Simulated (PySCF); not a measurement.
**Radial density of Cr⁺ (chromium, charge +1)**

wB97X, [Ar] 3d4 4s1, 4s spin antiparallel (an excited configuration). All numbers are calculated (PySCF 2.14, the non-relativistic Hamiltonian (point nucleus), in aug-cc-pwCVTZ (10s9p7d4f3g, 127 functions)).

```
r (bohr)  4πr²ρ (e/bohr)  4πr²(ρα − ρβ)
0.000867         0.08455         0.0000
 0.00146          0.2325        -0.0001
 0.00245          0.6271        -0.0003
 0.00413           1.637        -0.0008
 0.00694           4.047        -0.0021
  0.0117           9.127        -0.0046
  0.0196           17.67        -0.0086
  0.0330           26.61        -0.0113
  0.0556           27.55        -0.0070
  0.0935           21.91         0.0006
   0.157           28.03         0.0362
   0.264           27.58         0.4462
   0.445           11.04         1.7346
   0.748           13.28         3.0399
    1.26           6.900         2.2608
    2.12           1.302         0.3075
    3.56          0.3416        -0.2209
    5.99         0.01684        -0.0160
    10.1       0.0001105        -0.0001
```

With the s spin flipped the determinant is a mixture of two multiplicities, not a spectroscopic state.
